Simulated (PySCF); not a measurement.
PySCF job for 3,3,3-trifluoroprop-1-yne (C3HF3), SMILES C(#C)C(F)(F)F, TDDFT-M06-2X/def2-SVPD. Coordinates come from a B3LYP-D3(BJ)/def2-SVP optimisation.

```python
import numpy as np
from pyscf import gto, scf, dft, tdscf

mol = gto.M(
    atom='''
    C    -0.00000000    0.00000000   -2.33754296
    C     0.00000000    0.00000000   -1.13039702
    C     0.00000000   -0.00000000    0.33905390
    F     1.08289016    0.62520692    0.82170046
    F    -0.00000000   -1.25041385    0.82170046
    F    -1.08289016    0.62520692    0.82170047
    H     0.00000000   -0.00000000   -3.41259601
    ''',
    basis='def2-SVPD',
    charge=0,
    spin=0,
    symmetry=True,
    max_memory=1600,
    verbose=4,
)
mf = dft.RKS(mol, xc='m06-2x').density_fit(auxbasis='def2-universal-jkfit')
mf.grids.level = 4
mf.conv_tol = 1e-9
mf.max_cycle = 100
mf.kernel()
mf.grids = dft.Grids(mol).set(level=2).build(with_non0tab=True)  # coarser grid for the response kernel
td = tdscf.TDDFT(mf)
td.singlet = True
td.nstates = 10
td.conv_tol = 1e-4
td.positive_eig_threshold = 1e-6
td.kernel(x0=td.get_init_guess(mf, 15))
td.analyze()
tt = tdscf.TDA(mf)
tt.singlet = False
tt.nstates = 4
tt.conv_tol = 1e-4
tt.positive_eig_threshold = 1e-6
tt.kernel(x0=tt.get_init_guess(mf, 9))
tt.analyze(verbose=3)
```

It prints:

```
PySCF version 2.14.0

[INPUT] verbose = 4
[INPUT] num. atoms = 7
[INPUT] num. electrons = 46
[INPUT] charge = 0
[INPUT] spin (= nelec alpha-beta = 2S) = 0
[INPUT] symmetry True subgroup None
[INPUT] Mole.unit = angstrom
[INPUT] Symbol           X                Y                Z      unit          X                Y                Z       unit  Magmom
[INPUT]  1 C      0.000000000000   0.000000000000  -2.337542960000 AA    0.000000000000   0.000000000000  -4.417315998805 Bohr   0.0
[INPUT]  2 C      0.000000000000   0.000000000000  -1.130397020000 AA    0.000000000000   0.000000000000  -2.136140779824 Bohr   0.0
[INPUT]  3 C      0.000000000000   0.000000000000   0.339053900000 AA    0.000000000000   0.000000000000   0.640719012466 Bohr   0.0
[INPUT]  4 F      1.082890160000   0.625206920000   0.821700460000 AA    2.046365825386   1.181469849983   1.552788825829 Bohr   0.0
[INPUT]  5 F      0.000000000000  -1.250413850000   0.821700460000 AA    0.000000000000  -2.362939718863   1.552788825829 Bohr   0.0
[INPUT]  6 F     -1.082890160000   0.625206920000   0.821700470000 AA   -2.046365825386   1.181469849983   1.552788844726 Bohr   0.0
[INPUT]  7 H      0.000000000000   0.000000000000  -3.412596010000 AA    0.000000000000   0.000000000000  -6.448871832683 Bohr   0.0

nuclear repulsion = 229.833184522909
point group symmetry = C3v, use subgroup Cs
symmetry origin: [ 0.00000000e+00 -3.69729020e-09  8.21620086e-10]
symmetry axis x: [2.81020125e-09 1.00000000e+00 3.54330225e-10]
symmetry axis y: [-1.95273915e-09 -3.54330220e-10  1.00000000e+00]
symmetry axis z: [ 1.00000000e+00 -2.81020125e-09  1.95273914e-09]
num. orbitals of irrep A' = 87
num. orbitals of irrep A" = 50
number of shells = 55
number of NR pGTOs = 199
number of NR cGTOs = 137
basis = def2-SVPD
ecp = {}


******** <class 'pyscf.df.df_jk.DFSymAdaptedRKS'> ********
method = DFSymAdaptedRKS
initial guess = minao
damping factor = 0
level_shift factor = 0
DIIS = <class 'pyscf.scf.diis.CDIIS'>
diis_start_cycle = 1
diis_space = 8
diis_damp = 0
SCF conv_tol = 1e-09
SCF conv_tol_grad = None
SCF max_cycles = 100
direct_scf = False
XC library pyscf.dft.libxc version 7.1.2
    S. Lehtola, C. Steigemann, M. J. T. Oliveira, and M. A. L. Marques,  SoftwareX 7, 1–5 (2018)
XC functionals = m06-2x
    Y. Zhao and D. G. Truhlar,  Theor. Chem. Acc. 120, 215 (2008)
    Y. Zhao and D. G. Truhlar,  Theor. Chem. Acc. 120, 215 (2008)
radial grids:
    Treutler-Ahlrichs [JCP 102, 346 (1995); DOI:10.1063/1.469408] (M4) radial grids

becke partition: Becke, JCP 88, 2547 (1988); DOI:10.1063/1.454033
pruning grids: <function nwchem_prune>
grids dens level: 4
symmetrized grids: True
atomic radii adjust function: <function treutler_atomic_radii_adjust>
small_rho_cutoff = 0
Freeze 0 electrons in irreps []
    46 free electrons in irreps A' A"
Set gradient conv threshold to 3.16228e-05
Initial guess from minao.
tot grids = 188040
******** <class 'pyscf.df.df.DF'> ********
auxbasis = def2-universal-jkfit
init E= -414.85586390547
HOMO (A') = -0.337338885004347  LUMO (A") = -0.0164656277893611  gap/eV = 8.73141
cycle= 1 E= -413.782854052093  delta_E= 1.07  |g|= 0.891  |ddm|= 6.69
HOMO (A') = -0.395501933194002  LUMO (A") = -0.0102541872071757  gap/eV = 10.48313
cycle= 2 E= -413.753849115725  delta_E= 0.029  |g|= 1.05  |ddm|= 2.36
HOMO (A') = -0.392267595139693  LUMO (A") = 0.0158789147232383  gap/eV = 11.10623
cycle= 3 E= -413.9327485269  delta_E= -0.179  |g|= 0.124  |ddm|= 1.23
HOMO (A') = -0.394790935037577  LUMO (A") = 0.0177166716007573  gap/eV = 11.22490
cycle= 4 E= -413.935382566528  delta_E= -0.00263  |g|= 0.0639  |ddm|= 0.215
HOMO (A') = -0.39368602484095  LUMO (A") = 0.0195650073382376  gap/eV = 11.24513
cycle= 5 E= -413.936353092925  delta_E= -0.000971  |g|= 0.015  |ddm|= 0.141
HOMO (A') = -0.392777268654596  LUMO (A") = 0.0199258093082264  gap/eV = 11.23022
cycle= 6 E= -413.936399153675  delta_E= -4.61e-05  |g|= 0.00189  |ddm|= 0.0267
HOMO (A') = -0.393209494993839  LUMO (A") = 0.0196324685729978  gap/eV = 11.23400
cycle= 7 E= -413.936400200572  delta_E= -1.05e-06  |g|= 0.000381  |ddm|= 0.00503
HOMO (A') = -0.393067634269248  LUMO (A") = 0.0197308300044394  gap/eV = 11.23282
cycle= 8 E= -413.9364002511  delta_E= -5.05e-08  |g|= 0.00012  |ddm|= 0.00131
HOMO (A') = -0.393102058118205  LUMO (A") = 0.0197077036682849  gap/eV = 11.23313
cycle= 9 E= -413.936400255429  delta_E= -4.33e-09  |g|= 1.06e-05  |ddm|= 0.000264
HOMO (A') = -0.393100978476397  LUMO (A") = 0.0197085988193626  gap/eV = 11.23312
cycle= 10 E= -413.936400255479  delta_E= -4.99e-11  |g|= 1.39e-06  |ddm|= 4.06e-05
HOMO (A') = -0.393100862485445  LUMO (A") = 0.0197086593166107  gap/eV = 11.23312
Extra cycle  E= -413.936400255478  delta_E= 1.36e-12  |g|= 8.65e-07  |ddm|= 6.47e-06
converged SCF energy = -413.936400255478
tot grids = 73808
Overwritten attributes  positive_eig_threshold  of <class 'pyscf.tdscf.rks.TDDFT'>


******** <class 'pyscf.tdscf.rks.TDDFT'> for <class 'pyscf.df.df_jk.DFSymAdaptedRKS'> ********
nstates = 10 singlet
deg_eia_thresh = 1.000e-03
wfnsym = None
conv_tol = 0.0001
eigh lindep = 1e-12
eigh level_shift = 0
eigh max_cycle = 100


Excitation energies (eV)
[ 5.8563482   7.06236386  7.06319529  8.80124092  8.80130501  9.59549425
  9.59551425 10.17085555 10.68220875 10.68222148]

** Singlet excitation energies and oscillator strengths **
Excited State   1:   A"      5.85635 eV    211.71 nm  f=0.0000
      22 -> 25        0.49162
      23 -> 24        0.49164
Excited State   2:   A"      7.06236 eV    175.56 nm  f=0.0000
      22 -> 25        0.49605
      23 -> 24       -0.49603
Excited State   3:   A'      7.06320 eV    175.54 nm  f=0.0000
      22 -> 24        0.49609
      23 -> 25        0.49600
Excited State   4:   A'      8.80124 eV    140.87 nm  f=0.0719
      23 -> 26       -0.68795
      23 -> 28       -0.11518
Excited State   5:   A"      8.80131 eV    140.87 nm  f=0.0719
      22 -> 26        0.68795
      22 -> 28        0.11515
Excited State   6:   A'      9.59549 eV    129.21 nm  f=0.0111
      23 -> 27        0.61627
      23 -> 28       -0.32710
Excited State   7:   A"      9.59551 eV    129.21 nm  f=0.0111
      22 -> 27       -0.61628
      22 -> 28        0.32708
Excited State   8:  ???     10.17086 eV    121.90 nm  f=1.1192
      22 -> 24        0.48601
      23 -> 25       -0.48610
Excited State   9:   A'     10.68221 eV    116.07 nm  f=0.0115
      23 -> 26        0.12986
      23 -> 27       -0.32661
      23 -> 28       -0.58571
      23 -> 33        0.12690
Excited State  10:   A"     10.68222 eV    116.07 nm  f=0.0115
      22 -> 26       -0.12984
      22 -> 27        0.32658
      22 -> 28        0.58571
      22 -> 33       -0.12691

** Transition electric dipole moments (AU) **
state          X           Y           Z        Dip. S.      Osc.
  1        -0.0000      0.0000     -0.0000      0.0000      0.0000
  2         0.0144      0.0000     -0.0000      0.0002      0.0000
  3        -0.0000     -0.0143     -0.0003      0.0002      0.0000
  4        -0.0000     -0.5774     -0.0001      0.3334      0.0719
  5         0.5775      0.0000     -0.0000      0.3335      0.0719
  6         0.0000     -0.2171     -0.0002      0.0471      0.0111
  7         0.2172     -0.0000      0.0000      0.0472      0.0111
  8         0.0000     -0.0000     -2.1193      4.4914      1.1192
  9         0.0000     -0.2094      0.0000      0.0438      0.0115
 10         0.2093      0.0000      0.0000      0.0438      0.0115

** Transition velocity dipole moments (imaginary part, AU) **
state          X           Y           Z        Dip. S.      Osc.
  1        -0.0000      0.0000      0.0000      0.0000      0.0000
  2         0.0040      0.0000      0.0000      0.0000      0.0000
  3        -0.0000     -0.0039     -0.0001      0.0000      0.0000
  4        -0.0000     -0.2225     -0.0000      0.0495      0.1020
  5         0.2225      0.0000     -0.0000      0.0495      0.1020
  6        -0.0000     -0.0815     -0.0001      0.0066      0.0126
  7         0.0816     -0.0000     -0.0000      0.0067      0.0126
  8         0.0000     -0.0000     -0.8153      0.6647      1.1857
  9         0.0000     -0.0974     -0.0000      0.0095      0.0161
 10         0.0974     -0.0000     -0.0000      0.0095      0.0161

** Transition magnetic dipole moments (imaginary part, AU) **
state          X           Y           Z
  1        -0.0000      0.0000      0.1309
  2         0.0000     -0.0595      0.0000
  3        -0.0597      0.0000      0.0000
  4         1.0224      0.0000     -0.0000
  5         0.0000      1.0224      0.0000
  6         0.3019     -0.0000      0.0000
  7         0.0000      0.3019      0.0000
  8         0.0000      0.0000      0.0000
  9         0.2888      0.0000      0.0000
 10        -0.0000      0.2889     -0.0000
Overwritten attributes  positive_eig_threshold  of <class 'pyscf.tdscf.rks.TDA'>


******** <class 'pyscf.tdscf.rks.TDA'> for <class 'pyscf.df.df_jk.DFSymAdaptedRKS'> ********
nstates = 4 triplet
deg_eia_thresh = 1.000e-03
wfnsym = None
conv_tol = 0.0001
eigh lindep = 1e-12
eigh level_shift = 0
eigh max_cycle = 100


Excitation energies (eV)
[5.42682845 5.98753203 6.46908309 6.47006531]

** Triplet excitation energies and oscillator strengths **
Excited State   1:   A'      5.42683 eV    228.47 nm  f=0.0000
Excited State   2:   A"      5.98753 eV    207.07 nm  f=0.0000
Excited State   3:   A"      6.46908 eV    191.66 nm  f=0.0000
Excited State   4:   A'      6.47007 eV    191.63 nm  f=0.0000
```

The run converged.
